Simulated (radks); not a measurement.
The numbers below are computed, except where a source is named.
Coherent X-ray form factor from a spherical all-electron density. Code: a radial shooting solver on a logarithmic mesh with Libxc functionals. Model: Dirac Kohn-Sham, BP86, spin-unpolarised, spherical densities, finite nucleus; Fermi nuclear charge, rms radius of each element as measured or else 0.836 A^(1/3) + 0.57 fm.

sin(theta)/lambda (1/angstrom)  f0 (electrons)
0.05                                    36.621
0.1                                     35.545
0.15                                    33.928
0.2                                     31.979
0.25                                    29.901
0.3                                     27.858
0.4                                     24.243
0.5                                     21.396
0.6                                     19.139
0.8                                     15.491
1                                       12.419
1.25                                     9.456
1.5                                      7.539
2                                        5.690

The species is in the configuration that NIST lists as its ground one. Which atom or ion scatters so?

Answer. The niobium ion Nb4+, [Kr] 4d1. Extrapolating in s^2 from the first two rows gives f0(0) = 37.0, near the electron count 37; among species with that count, the fall with angle is slower the higher Z, and the table is that of Z = 41; from so few rows the species is fixed only to a neighbour or two.
